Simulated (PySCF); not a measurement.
C2Ni, SMILES [C]1[C][Ni]1 (connectivity only; charge and spin as stated), neutral, multiplicity 3. Geometry optimised at PBE0-D3(BJ)/def2-TZVP. The spin state was assumed, not searched.

Level of theory: PBE0-D3(BJ)/def2-TZVP in PySCF 2.14.0.

Harmonic wavenumbers (cm⁻¹): 427, 515, 1692. Rotational constants (GHz): 50.22, 9.744, 8.160; symmetry number 2.

Question: Work out the zero-point energy and the ideal-gas rigid-rotor harmonic-oscillator thermochemistry at 298.15 K and 1 atm.

Answer: ZPE = ½ Σ hcν = ½ × 2634 cm⁻¹ = 15.76 kJ/mol. H − E(el) = 26.98 kJ/mol. Entropy in J/(mol K): translation 163.81, rotation 85.93, vibration 6.25, spin 9.13, total 265.12. G − E(el) = -52.06 kJ/mol. Cp = 44.41 J/(mol K).
